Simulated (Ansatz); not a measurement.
System: sum formula H$_{3}$SiO$_{3}$, net charge 0, doublet state. It need not be the lowest isomer of its formula. 
Coordinates optimised at B3LYP-D3(BJ)/def2-TZVP (Ansatz, a program for electronic structure):
SMILES: [O][SiH](O)O
```xyz
7

Si    -0.0541     0.0028     0.2710
O     -0.7428     1.4707    -0.0628
O     -0.7063    -1.2699    -0.5091
O      1.5332    -0.1201    -0.0733
H     -0.3573     0.0409     1.7283
H     -1.6641    -1.3307    -0.5468
H      2.1066     0.6051     0.1870
```
Charge 0, spin multiplicity 2.

Dipole moments at this geometry, in debye (magnitudes).

```json
[
 {"level": "SVWN5/def2-TZVPD", "program": "Ansatz", "dipole (D)": "1.33"},
 {"level": "PBE/def2-TZVPD", "program": "Ansatz", "dipole (D)": "1.08"},
 {"level": "revPBE/def2-TZVPD", "program": "Ansatz", "dipole (D)": "1.02"},
 {"level": "BHLYP/def2-TZVPD", "program": "Ansatz", "dipole (D)": "0.94"},
 {"level": "r2SCANh/def2-TZVPD", "program": "Ansatz", "dipole (D)": "0.89"},
 {"level": "CAM-B3LYP/def2-TZVPD", "program": "Ansatz", "dipole (D)": "0.97"},
 {"level": "LC-wPBE/def2-TZVPD", "program": "Ansatz", "dipole (D)": "___"},
 {"level": "wB97M-V/def2-TZVPD", "program": "Ansatz", "dipole (D)": "0.88"},
 {"level": "wB97X-V/def2-TZVPD", "program": "Ansatz", "dipole (D)": "0.91"},
 {"level": "CCSD(T)/aug-cc-pV(D+d)Z", "program": "Ansatz", "dipole (D)": "___"}
]
```

Question: Fill in the missing entries.

Answer: 
- LC-wPBE/def2-TZVPD, dipole (D): 0.93
- CCSD(T)/aug-cc-pV(D+d)Z, dipole (D): 0.86
